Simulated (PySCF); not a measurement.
A geometry optimisation, step by step.

Species: C2H10InN.
Bonds: C1–N2, N2–C3, N2–In4. Hydrogens: H5, H6, H7 on C1; H8 on N2; H9, H10, H11 on C3; H12, H13, H14 on In4.

Method: PySCF, PBE0-D3(BJ)/def2-SVP geometry optimisation, gas phase, def2 core potentials past Kr; density fitting, grid level 1; the optimiser is geomeTRIC in internal coordinates, started from a GFN2-xTB structure with every atom displaced at random (about 0.01 Å). The frame can shift and turn from step to step; on so coarse a grid that alone can change the energy by a few meV, and forces under 0.02 eV/Å are noise.

Step 0: E = -8893.0416 eV, largest atomic force 1.678 eV/Å
```
atom  x, y, z in Å  |  force x, y, z in eV/Å
C1     -0.583    1.188   -0.789   -0.961   1.373   0.090
N2     -0.347    0.191    0.213   -0.125  -0.542  -0.067
C3     -1.112   -1.030   -0.044    0.901  -0.074   1.290
In4     1.959   -0.288    0.234   -0.035  -0.185   0.381
H5     -1.669    1.467   -0.864    0.495  -0.114   0.031
H6     -0.275    0.840   -1.765    0.292  -0.317  -0.579
H7     -0.011    2.105   -0.560   -0.061  -0.142  -0.055
H8     -0.606    0.570    1.118    0.047  -0.005   0.239
H9     -0.864   -1.749    0.766   -0.214   0.091  -0.355
H10    -0.769   -1.445   -0.981    0.042  -0.319  -0.588
H11    -2.182   -0.855   -0.059   -0.648   0.101  -0.128
H12     1.936   -1.433    1.492   -0.013  -0.385   0.419
H13     2.487    1.269    0.571    0.273   0.814   0.174
H14     2.029   -0.846   -1.345    0.006  -0.294  -0.852
```

Step 1: E = -8893.1518 eV, largest atomic force 0.401 eV/Å
```
atom  x, y, z in Å  |  force x, y, z in eV/Å
C1     -3.044    1.101   -1.762    0.146  -0.269  -0.030
N2     -2.754    0.058   -0.781    0.230   0.059   0.144
C3     -3.513   -1.165   -1.000   -0.152   0.077  -0.225
In4    -0.367   -0.431   -0.682   -0.125   0.079  -0.087
H5     -4.114    1.362   -1.787   -0.103   0.042  -0.009
H6     -2.747    0.741   -2.761   -0.031   0.053   0.073
H7     -2.453    1.995   -1.534    0.033   0.097   0.018
H8     -2.946    0.414    0.157   -0.019  -0.020  -0.089
H9     -3.297   -1.891   -0.210    0.038  -0.063   0.098
H10    -3.206   -1.607   -1.962   -0.048   0.010   0.076
H11    -4.607   -0.979   -1.034    0.121  -0.041   0.006
H12    -0.428   -1.614    0.639   -0.002   0.224  -0.242
H13     0.159    1.234   -0.325   -0.111  -0.376  -0.087
H14    -0.302   -1.027   -2.360    0.023   0.131   0.356
```

Step 2: E = -8893.1790 eV, largest atomic force 0.112 eV/Å
```
atom  x, y, z in Å  |  force x, y, z in eV/Å
C1     -3.032    1.097   -1.759    0.014  -0.029   0.000
N2     -2.745    0.055   -0.780    0.105  -0.008   0.035
C3     -3.507   -1.167   -1.000   -0.045  -0.021  -0.005
In4    -0.390   -0.425   -0.690   -0.091   0.035  -0.055
H5     -4.105    1.361   -1.787    0.007   0.009  -0.004
H6     -2.734    0.744   -2.757    0.000   0.008   0.003
H7     -2.442    1.995   -1.528   -0.014   0.005   0.000
H8     -2.939    0.411    0.156   -0.030  -0.001  -0.007
H9     -3.286   -1.891   -0.204    0.002   0.005  -0.006
H10    -3.206   -1.615   -1.959    0.006   0.007   0.008
H11    -4.597   -0.984   -1.030    0.015   0.005   0.010
H12    -0.456   -1.585    0.608   -0.006  -0.021   0.025
H13     0.127    1.204   -0.339    0.010   0.003  -0.004
H14    -0.308   -1.009   -2.333    0.028   0.002   0.001
```

Step 3: E = -8893.1800 eV, largest atomic force 0.061 eV/Å
```
atom  x, y, z in Å  |  force x, y, z in eV/Å
C1     -3.029    1.095   -1.758   -0.002   0.004  -0.009
N2     -2.743    0.054   -0.779    0.055  -0.009   0.026
C3     -3.507   -1.168   -0.999   -0.027  -0.016  -0.001
In4    -0.397   -0.423   -0.694   -0.038   0.005  -0.013
H5     -4.101    1.359   -1.788    0.003  -0.001  -0.001
H6     -2.729    0.744   -2.757    0.004   0.000  -0.001
H7     -2.441    1.994   -1.526   -0.005   0.001   0.003
H8     -2.939    0.409    0.156   -0.018   0.006   0.000
H9     -3.285   -1.892   -0.203    0.003   0.002  -0.004
H10    -3.207   -1.615   -1.957    0.002   0.001  -0.001
H11    -4.596   -0.982   -1.026    0.002   0.004   0.004
H12    -0.465   -1.583    0.607   -0.004  -0.007   0.007
H13     0.122    1.205   -0.342    0.009   0.013   0.000
H14    -0.300   -1.007   -2.335    0.016  -0.002  -0.010
```

Step 4: E = -8893.1803 eV, largest atomic force under 0.02 eV/Å
```
atom  x, y, z in Å  |  force x, y, z in eV/Å
C1     -3.027    1.093   -1.758   -0.006   0.014  -0.011
N2     -2.741    0.052   -0.778    0.005  -0.013   0.009
C3     -3.508   -1.168   -0.998   -0.004  -0.001   0.004
In4    -0.401   -0.420   -0.697    0.006  -0.004   0.004
H5     -4.100    1.356   -1.790    0.000  -0.004  -0.001
H6     -2.724    0.744   -2.756    0.003  -0.001   0.000
H7     -2.443    1.994   -1.524    0.000  -0.001   0.002
H8     -2.941    0.408    0.156   -0.004   0.004  -0.001
H9     -3.286   -1.894   -0.203    0.003  -0.001  -0.001
H10    -3.210   -1.616   -1.957   -0.001   0.002  -0.002
H11    -4.597   -0.980   -1.023   -0.001   0.001   0.001
H12    -0.472   -1.581    0.605   -0.001   0.000  -0.002
H13     0.121    1.208   -0.343    0.000   0.001  -0.002
H14    -0.288   -1.005   -2.337    0.002   0.002  -0.001
```

Q: Summarise the path.

A: The energy falls by 0.1388 eV from step 0 to step 4; nine tenths of that is first reached at step 2. It falls at every step. The largest force goes from 1.678 to under 0.02 eV/Å. Among the bonds In4–H14 changes most (a near tie, within 0.001 Å, with another), from 1.677 to 1.745 Å; the atoms move by 0.058 Å rms after alignment.

Q: Follow the three bonds and two angles with the largest change from start to end.

A: 
```json
{"step": "0", "E above end (eV)": "0.1388", "largest force (eV/Å)": "1.678", "In4–H14 (Å)": "1.677", "In4–H13 (Å)": "1.678", "In4–H12 (Å)": "1.701", "In4–N2–H8 (°)": "108.5", "C1–N2–In4 (°)": "108.0"}
{"step": "1", "E above end (eV)": "0.0285", "largest force (eV/Å)": "0.401", "In4–H14 (Å)": "1.781", "In4–H13 (Å)": "1.782", "In4–H12 (Å)": "1.775", "In4–N2–H8 (°)": "102.5", "C1–N2–In4 (°)": "111.4"}
{"step": "2", "E above end (eV)": "0.0013", "largest force (eV/Å)": "0.112", "In4–H14 (Å)": "1.746", "In4–H13 (Å)": "1.745", "In4–H12 (Å)": "1.742", "In4–N2–H8 (°)": "102.8", "C1–N2–In4 (°)": "111.1"}
{"step": "3", "E above end (eV)": "0.0003", "largest force (eV/Å)": "0.061", "In4–H14 (Å)": "1.744", "In4–H13 (Å)": "1.744", "In4–H12 (Å)": "1.745", "In4–N2–H8 (°)": "103.0", "C1–N2–In4 (°)": "111.0"}
{"step": "4", "E above end (eV)": "0.0000", "largest force (eV/Å)": "under 0.02", "In4–H14 (Å)": "1.745", "In4–H13 (Å)": "1.746", "In4–H12 (Å)": "1.746", "In4–N2–H8 (°)": "103.3", "C1–N2–In4 (°)": "110.9"}
```

The cost below is that of the whole optimisation. Time: 33 s wall; peak memory 0.52 GiB. Hardware: Arm Neoverse V1, one thread, no GPU, on a shared host.
